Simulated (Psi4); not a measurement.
Level of theory: SAPT0/jun-cc-pVDZ, frozen core in Psi4 1.11.

Psi4 input:

```
molecule {
0 1
C -0.00000101 -0.00000036 0.00000147
H -0.26990886 -0.06334909 1.05326912
H 0.16033193 1.04247128 -0.27162997
H -0.80459660 -0.41357938 -0.60647658
H 0.91417454 -0.56554244 -0.17516404
--
0 1
Cl 4.56668510 4.01778025 -2.68724128
B 3.32513409 3.70540940 -1.50116795
Cl 1.84422392 2.91405520 -1.97705544
Cl 3.56446656 4.18406086 0.16002217
units angstrom
symmetry c1
no_reorient
no_com
}
set basis jun-cc-pvdz
set scf_type df
set freeze_core true
energy('sapt0')
```

Part of the output:

```
    SAPT Results
  --------------------------------------------------------------------------------------------------------
    Electrostatics                 -0.45554403 [mEh]      -0.28585820 [kcal/mol]      -1.19603069 [kJ/mol]
      Elst10,r                     -0.45554403 [mEh]      -0.28585820 [kcal/mol]      -1.19603069 [kJ/mol]

    Exchange                        1.38070056 [mEh]       0.86640268 [kcal/mol]       3.62502883 [kJ/mol]
      Exch10                        1.38070056 [mEh]       0.86640268 [kcal/mol]       3.62502883 [kJ/mol]
      Exch10(S^2)                   1.37870784 [mEh]       0.86515223 [kcal/mol]       3.61979693 [kJ/mol]

    Induction                      -0.10791000 [mEh]      -0.06771455 [kcal/mol]      -0.28331766 [kJ/mol]
      Ind20,r                      -0.34314180 [mEh]      -0.21532473 [kcal/mol]      -0.90091866 [kJ/mol]
      Exch-Ind20,r                  0.31877831 [mEh]       0.20003641 [kcal/mol]       0.83695235 [kJ/mol]
      delta HF,r (2)               -0.08354651 [mEh]      -0.05242623 [kcal/mol]      -0.21935134 [kJ/mol]

    Dispersion                     -0.93846491 [mEh]      -0.58889562 [kcal/mol]      -2.46393929 [kJ/mol]
      Disp20                       -1.01974781 [mEh]      -0.63990141 [kcal/mol]      -2.67734750 [kJ/mol]
      Exch-Disp20                   0.08128290 [mEh]       0.05100579 [kcal/mol]       0.21340821 [kJ/mol]
      Disp20 (SS)                  -0.50987390 [mEh]      -0.31995071 [kcal/mol]      -1.33867375 [kJ/mol]
      Disp20 (OS)                  -0.50987390 [mEh]      -0.31995071 [kcal/mol]      -1.33867375 [kJ/mol]
      Exch-Disp20 (SS)              0.04269004 [mEh]       0.02678840 [kcal/mol]       0.11208268 [kJ/mol]
      Exch-Disp20 (OS)              0.03859286 [mEh]       0.02421738 [kcal/mol]       0.10132554 [kJ/mol]

  Total HF                          0.81724654 [mEh]       0.51282994 [kcal/mol]       2.14568048 [kJ/mol]
  Total SAPT0                      -0.12121838 [mEh]      -0.07606568 [kcal/mol]      -0.31825880 [kJ/mol]
```
